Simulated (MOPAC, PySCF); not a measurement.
CH4OSi, SMILES `[SiH3]C=O`, neutral singlet in the gas phase. 

Cartesian coordinates (Å):
SMILES: [SiH3]C=O
```xyz
7

O      1.6736    -0.7453    -0.9461
C      1.1232    -0.0009    -0.1707
Si    -0.7825    -0.0086     0.1317
H      1.7352     0.7335     0.4071
H     -1.0168    -0.2890     1.5684
H     -1.4152    -1.0318    -0.7235
H     -1.3009     1.3456    -0.1765
```
Charge 0, spin multiplicity 1.

All levels are single points at this geometry (B3LYP-D3(BJ)/def2-TZVP); Pople sets use spherical d functions. Orbital energies aren't observables, and empty levels follow the basis.

PBE-D3(BJ)/def2-TZVP in PySCF gives HOMO (eV) = -5.68.

Estimate the HOMO (eV) from each of these levels: B3LYP-D3(BJ)/def2-TZVP in PySCF; B3LYP/LANL2DZ in PySCF; HF/3-21G in PySCF; PM3 in MOPAC; PM7 in MOPAC.


```csv
level,HOMO (eV)
B3LYP-D3(BJ)/def2-TZVP in PySCF,-6.95
B3LYP/LANL2DZ in PySCF,-6.82
HF/3-21G in PySCF,-10.55
PM3 in MOPAC,-9.52
PM7 in MOPAC,-9.65
```
